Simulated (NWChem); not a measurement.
System: HgCl, doublet; SMILES [Hg][Cl]

```xyz
2

Hg     0.0000     0.0000    -0.3726
Cl     0.0000     0.0000     2.0774
```
Atoms are numbered in this order, from 1.

Geometry: optimised at PBE0/def2-SVP, spin-unrestricted. This spin state was assumed; another may lie lower. No stability test was run on the SCF state. def2 effective core potentials on Hg; no spin-orbit coupling.

**Question.** List the 4 lowest vertical excitations from UHF/def2-SVP with def2 effective core potentials on Hg, CIS (NWChem).

**Answer.** 
```
state    energy (eV)  oscillator strength  <S²>
-------  -----------  -------------------  ----
state 1         3.26                0.002  0.90
state 2         3.26                0.002  0.90
state 3         3.98                0.128  0.85
state 4         4.99                0.137  0.85
```
